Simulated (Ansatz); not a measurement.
## Energy profile

The step: AsH₃ + SiH₃ → AsH₂ + SiH₄; bonds formed: H1–Si3; bonds broken: H1–As2 (atoms numbered as in the saddle structure below).

| atom | x (Å) | y (Å) | z (Å) |
| --- | --- | --- | --- |
| H1 | -0.7845 | -0.2223 | -0.5673 |
| As2 | -1.8485 | 0.8268 | -1.0522 |
| Si3 | 1.0217 | -0.9787 | 0.5320 |
| H4 | -1.7774 | 1.5664 | 0.2765 |
| H5 | -0.7606 | 1.7045 | -1.6549 |
| H6 | 0.5166 | -0.6359 | 1.8867 |
| H7 | 1.9671 | 0.0593 | 0.0461 |
| H8 | 1.6655 | -2.3201 | 0.5331 |

Electronic energies by CCSD(T) at an estimated basis limit (MP2 extrapolated from triple and quadruple zeta, plus CCSD(T) − MP2 in triple zeta), on PBE0-D4/def2-TZVP structures; SiAsH6, doublet; no counterpoise correction; spin–orbit coupling, which lowers free halogen atoms and radicals such as OH and SH, is left out. Ansatz 0.2.0; basis: def2-TZVPP and def2-QZVPP; cores frozen in the correlated methods; orbitals are unrestricted. Filled d shells of the heavier atoms are correlated. The def2 sets are not built for correlating such inner shells, so the correlated values are less sure here. Extrapolation: Hartree–Fock as exp(−7.88 √X), correlation as X^−2.97.

**Question.** Give the profile in eV, counted from the separated reactants. (An estimate is asked for; the value comes from the calculation.)

**Answer.** Computed:
| point | eV |
| --- | --- |
| separated: AsH3 (H1, As2, H4, H5; singlet) + SiH3 (Si3, H6, H7, H8; doublet) | 0.000 |
| start structure | -0.032 |
| saddle | 0.057 |
| end structure | -0.765 |
| separated: SiH4 (H1, Si3, H6, H7, H8; singlet) + AsH2 (As2, H4, H5; doublet) | -0.720 |

The T1 diagnostic stays at or below 0.016. ⟨S²⟩ of the unrestricted Hartree–Fock references: 0.75 to 0.77 (a pure state has 0.75).

Radical steps of this kind take place in plasma deposition and etching.

For scale, one of the runs: CCSD(T)/def2-TZVPP, 174 basis functions, launched by `ansatz run in.yaml --threads 4 --pin off --events-out ev --progress --plain --max-ram 9574MiB`. Hardware: 4 CPU threads of an Arm Neoverse V1, shared host. Wall time 110 s; peak host memory 3.6 GiB.
